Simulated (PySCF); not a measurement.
Cl$_{2}$La (SMILES [Cl][La+][Cl]), charge +1, singlet, geometry from GFN2-xTB (such geometries of metal compounds can be far from the true shape) (the multiplicity is a formal guess) (core potentials on La). Base run: PBE0/def2-SV(P) (PySCF).

PySCF was given this input:
```python
from pyscf import gto, scf, dft

mol = gto.Mole()
mol.atom = '''
    La    0.440856   -0.032888    0.547194
    Cl    0.614549    0.327651   -1.991551
    Cl   -2.092713   -0.217379    0.156842
'''
mol.basis = 'def2-sv(p)'
mol.ecp = {'La': 'def2-sv(p)'}
mol.charge = 1
mol.spin = 0
mol.verbose = 4
mol.build()

mf = dft.RKS(mol)
mf.xc = 'pbe0'
mf.kernel()
mf.analyze()
```

Each row names what was changed in the base input (with any setting that the change needs).

```
change                                           ΔE vs base (mEh)  fitting functions        outcome
-----------------------------------------------  ----------------  -----------------  -------------
base                                                        0.000                  -      converged
auxbasis = cc-pvtz-ri                                           -                  -  input refused
auxbasis = def2-tzvp-ri                                         -                  -  input refused
auxbasis = cc-pvqz-jkfit                                        -                  -  input refused
only_dfj = on; auxbasis = def2-universal-jfit              -0.196                191      converged
auxbasis = even-tempered beta=3.0                         -18.613                320      converged
auxbasis = autoaux                                          0.052                498      converged
auxbasis = def2-svp-ri                                          -                  -  input refused
auxbasis = even-tempered beta=1.6                           0.042                702      converged
auxbasis = default (with mf = mf.density_fit())             0.004                430      converged
```

A fitting set is made for a task (jfit for Coulomb, jkfit for Coulomb and exchange, ri for correlation) and for a family of orbital bases.

- auxbasis = cc-pvtz-ri: ended with `pyscf.lib.exceptions.BasisNotFoundError: Basis set not found for La in cc-pvtz-ri`
- auxbasis = def2-tzvp-ri: ended with `pyscf.lib.exceptions.BasisNotFoundError: Basis set not found for La in def2-tzvp-ri`
- auxbasis = cc-pvqz-jkfit: ended with `pyscf.lib.exceptions.BasisNotFoundError: Basis set not found for La in cc-pvqz-jkfit`
